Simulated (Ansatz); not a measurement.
Born–Oppenheimer molecular dynamics of BBrH₄ (6 atoms, charge 0, multiplicity 1). It starts at the highest image of a converged band, a first-order saddle point between two minima.

These are results of Ansatz, RKS B3LYP/def2-SVP, not measurements.

```
ensemble                      : NVE (velocity Verlet)
time step                     : 0.5 fs
steps asked                   : 200
starting velocities drawn for : 100 K
seed                          : 5071
```

First frame:

```xyz
6
Properties=species:S:1:pos:R:3
B 0.007 -0.107 0.124
H 0.001 0.282 1.324
H 1.069 0.058 -0.403
H -1.068 -0.014 -0.392
Br 0.086 -2.386 0.744
H 0.040 -0.918 1.393
```

Task: How far do the bonds stretch over the last three quarters of this one trajectory? (Pairs bonded in most of those frames.)

Result: 
```
  bond  mean (Å)  spread (Å)  shortest  longest
 B1–H2     1.211       0.019      1.18     1.25
 B1–H3     1.205       0.010      1.19     1.22
 B1–H4     1.204       0.012      1.18     1.22
Br5–H6     1.442       0.016      1.43     1.50
```

Pairs bonded in part of these frames only: B1–Br5 21 %.

Mean temperature of the second half: 495 K. The conserved energy stayed within 0.037 meV per atom of its start (net change 0.01 meV per atom), so the integration is sound. The kinetic energy rose, since the run started high on the potential surface and went downhill. It ends in pieces (BH3 + BrH), so much of that is their flight and rotation, not heat. A run of 0.1 ps of so small a system gives no equilibrium averages. The orbitals stay closed-shell, which can raise the energy where a bond breaks towards radicals; this wasn't checked here.

Time of the run: 5.1 min on 1 thread of Intel(R) Xeon(R) Platinum 8488C (Sapphire Rapids), with other jobs on the host, peak memory 0.13 GiB.
